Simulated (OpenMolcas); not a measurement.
**W2+: input and output**

Input:

```
&GATEWAY
Coord
1

W 0.0 0.0 0.0
Basis=ANO-RCC-VTZP
Group=XYZ
NoMove
AngMom=0.0 0.0 0.0
AMFI
&SEWARD
* reference wave functions (RASSCF and RASSI steps not shown): 4 electrons in 5 orbitals (5d)
>>> COPY JOB001 $Project.JobIph
&CASPT2
XMultistate=5 1 2 3 4 5
Frozen=14 16
IPEA=0.25
Imaginary=0.1
MaxIter=60
WThr=0.0 0.3 0.05
PrWF=0.5
NoMix
>>> COPY JOB002 $Project.JobIph
&CASPT2
XMultistate=45 1 2 3 4 5 6 7 8 9 10 11 12 13 14 15 16 17 18 19 20 21 22
23 24 25 26 27 28 29 30 31 32 33 34 35 36 37 38 39 40 41 42 43 44 45
Frozen=14 16
IPEA=0.25
Imaginary=0.1
MaxIter=60
WThr=0.0 0.3 0.05
PrWF=0.5
NoMix
>>> COPY JOB003 $Project.JobIph
&CASPT2
XMultistate=50 1 2 3 4 5 6 7 8 9 10 11 12 13 14 15 16 17 18 19 20 21 22
23 24 25 26 27 28 29 30 31 32 33 34 35 36 37 38 39 40 41 42 43 44 45 46
47 48 49 50
Frozen=14 16
IPEA=0.25
Imaginary=0.1
MaxIter=60
WThr=0.0 0.3 0.05
PrWF=0.5
NoMix
```

Launched by
```bash
OMP_NUM_THREADS=1 MOLCAS_MEM=1689 MOLCAS_PROJECT=a pymolcas a.inp > a.log  # once for each step of the input, in one work folder
```

Output, cut to the results:

```
--- CASPT2 ---
Orbital specifications:
      -----------------------

      Symmetry species                           1   2
                                                ag  au
      Frozen orbitals                           14  16
      Inactive orbitals                          1   3
      Active orbitals                            5   0
      Secondary orbitals                        31  34
      Deleted orbitals                           0   0
      Number of basis functions                 51  53
Type of calculation                        XMS-CASPT2
      Fock operator                              state-average
      IPEA shift                                 0.25
      Real shift                                 0.00
      Imaginary shift                            0.10
      The input orbitals will be transformed to quasi-canonical
      The input states will be rotated to diagonalize the Fock operator
Reference energy:      -16126.5906016701
      E2 (Non-variational):      -0.2741043851
      Shift correction:          -0.0001461401
      E2 (Variational):          -0.2742505252
      Total energy:          -16126.8648521953
      Residual norm:              0.0000003007
      Reference weight:           0.94966
      Contributions to the CASPT2 correlation energy
      Active & Virtual Only:         -0.0318422629
      One Inactive Excited:          -0.1263479700
      Two Inactive Excited:          -0.1159141523
Reference energy:      -16126.5906016701
      E2 (Non-variational):      -0.2741815994
      Shift correction:          -0.0001469025
      E2 (Variational):          -0.2743285019
      Total energy:          -16126.8649301720
      Residual norm:              0.0000002996
      Reference weight:           0.94959
      Contributions to the CASPT2 correlation energy
      Active & Virtual Only:         -0.0319066071
      One Inactive Excited:          -0.1263642999
      Two Inactive Excited:          -0.1159106924
::    XMS-CASPT2 Root  1     Total energy: -16126.86496043
::    XMS-CASPT2 Root  2     Total energy: -16126.86488855
::    XMS-CASPT2 Root  3     Total energy: -16126.86484993
::    XMS-CASPT2 Root  4     Total energy: -16126.86476055
::    XMS-CASPT2 Root  5     Total energy: -16126.86475185
--- CASPT2 ---
Orbital specifications:
      -----------------------

      Symmetry species                           1   2
                                                ag  au
      Frozen orbitals                           14  16
      Inactive orbitals                          1   3
      Active orbitals                            5   0
      Secondary orbitals                        31  34
      Deleted orbitals                           0   0
      Number of basis functions                 51  53
Type of calculation                        XMS-CASPT2
      Fock operator                              state-average
      IPEA shift                                 0.25
      Real shift                                 0.00
      Imaginary shift                            0.10
      The input orbitals will be transformed to quasi-canonical
      The input states will be rotated to diagonalize the Fock operator
Reference energy:      -16126.5243009787
      E2 (Non-variational):      -0.2970541630
      Shift correction:          -0.0007963400
      E2 (Variational):          -0.2978505031
      Total energy:          -16126.8221514818
      Residual norm:              0.0000002293
      Reference weight:           0.93048
      Contributions to the CASPT2 correlation energy
      Active & Virtual Only:         -0.0516707646
      One Inactive Excited:          -0.1253123100
      Two Inactive Excited:          -0.1200710884
Reference energy:      -16126.5243009787
      E2 (Non-variational):      -0.2944534970
      Shift correction:          -0.0008504504
      E2 (Variational):          -0.2953039473
      Total energy:          -16126.8196049260
      Residual norm:              0.0000008873
      Reference weight:           0.92929
      Contributions to the CASPT2 correlation energy
      Active & Virtual Only:         -0.0500670433
      One Inactive Excited:          -0.1250572765
      Two Inactive Excited:          -0.1193291771
::    XMS-CASPT2 Root  1     Total energy: -16126.81873268
::    XMS-CASPT2 Root  2     Total energy: -16126.81825810
::    XMS-CASPT2 Root  3     Total energy: -16126.81716709
::    XMS-CASPT2 Root  4     Total energy: -16126.81240227
::    XMS-CASPT2 Root  5     Total energy: -16126.81155788
::    XMS-CASPT2 Root  6     Total energy: -16126.81142869
::    XMS-CASPT2 Root  7     Total energy: -16126.81106102
::    XMS-CASPT2 Root  8     Total energy: -16126.81042768
::    XMS-CASPT2 Root  9     Total energy: -16126.81033567
::    XMS-CASPT2 Root 10     Total energy: -16126.81025534
::    XMS-CASPT2 Root 11     Total energy: -16126.80987276
::    XMS-CASPT2 Root 12     Total energy: -16126.80947160
::    XMS-CASPT2 Root 13     Total energy: -16126.80865147
::    XMS-CASPT2 Root 14     Total energy: -16126.80845444
::    XMS-CASPT2 Root 15     Total energy: -16126.80838691
::    XMS-CASPT2 Root 16     Total energy: -16126.80812343
::    XMS-CASPT2 Root 17     Total energy: -16126.80804605
::    XMS-CASPT2 Root 18     Total energy: -16126.80780032
::    XMS-CASPT2 Root 19     Total energy: -16126.80740959
::    XMS-CASPT2 Root 20     Total energy: -16126.80685023
::    XMS-CASPT2 Root 21     Total energy: -16126.80666120
::    XMS-CASPT2 Root 22     Total energy: -16126.79952200
::    XMS-CASPT2 Root 23     Total energy: -16126.79857210
::    XMS-CASPT2 Root 24     Total energy: -16126.79852821
::    XMS-CASPT2 Root 25     Total energy: -16126.79776677
::    XMS-CASPT2 Root 26     Total energy: -16126.79741180
::    XMS-CASPT2 Root 27     Total energy: -16126.79686453
::    XMS-CASPT2 Root 28     Total energy: -16126.79677993
::    XMS-CASPT2 Root 29     Total energy: -16126.79658058
...
```

In XMS-CASPT2 the single-state energies belong to rotated reference states; over a whole degenerate manifold the rotation is arbitrary, and only the multistate roots count.

Levels above the lowest, from the spin-orbit matrix with the multistate effective Hamiltonian, averaged by term, added to it:

```tsv
Configuration	Term	J	E (cm-1)	Measured (cm-1)	Term weight %	Second
5d4	5D	0	0.0	0.0	69	28 3P(1)
5d4	5D	1	2310	2256	86	14 3P(1)
5d4	5D	2	4570	4461	94	3 3P(1)
5d4	5D	3	6460	6278	92	5 3F(1)
5d4	5D	4	7920	7687	81	16 3F(1)
5d4	3P(1)	0	11740	9904	60	30 5D
5d4	3H	4	14750	13701	57	15 3G
5d4	3P(1)	1	15650	12881	82	12 5D
5d4	3F(1)	2	16670		72	20 1D(1)
5d4	3G	3	17120		51	39 3F(1)
5d4	3H	5	17980		80	20 3G
5d4	3H	6	19530		82	18 1I
5d4	3P(1)	2	20130		75	20 3D
5d4	3F(1)	4	20430		41	32 3H
5d4	3G	4	22000		51	30 1G(1)
5d4	3F(1)	3	22510		54	32 3G
5d4	1D(1)	2	24180		37	29 3D
5d4	3D	3	24520		73	11 3G
5d4	3G	5	25290		80	20 3H
5d4	3D	1	27100		93	4 3P(1)
5d4	1I	6	27290		82	18 3H
5d4	3D	2	29960		39	31 1D(1)
5d4	1G(1)	4	30140		54	18 3F(1)
5d4	1S(1)	0	30240		82	12 3P(1)
```

Against the 7 measured excited levels shown (NIST levels as listed in McCann et al., Mon. Not. R. Astron. Soc. 538, 537 (2025)) the mean absolute deviation is 890 cm-1; the largest miss in energy is 5d4 3P1(1): computed 15650, measured 12881 cm-1 (+21.5 %).

Term energies are means over components that CASPT2 splits; among the terms shown or strongly mixed into the levels shown the widest spread is 1300 cm-1 (5d4 1I). Over all roots computed the reference weight is 0.90 to 0.95; the roots of lowest weight are the least certain, and an intruder state may touch them. Configurations with an s electron lie low in 5d ions of this charge, fall among these levels and mix in, so low-spin terms can stand far too high, up to twice their true height, and weights are not those of the real levels. The CASPT2 spread within a term exceeds the gap to the next term for 5d4 3H and 5d4 3F(1), 5d4 1G(1) and 5d4 1D(1), 5d4 1D(1) and 5d4 1I and others, so the order of their levels is uncertain, and so are names and mixing where such terms share a J. Some terms miss by over 15 % even with CASPT2, which points to a basis or an active space too small for the shells correlated. Measured partners are found by configuration, term and J. A level has none where our copy of the source lacks it or the pairing is in doubt (some pairs that miss far off the trend of their configuration count as doubtful), and it then counts in no deviation. Levels of configurations outside the active space are missing. The table shows the lowest 24 of 34 levels.

The term weight is that of the spin-free term in the level, not the purity of its configuration. A number in round brackets counts repeated terms of one configuration in the order of the reference energies.
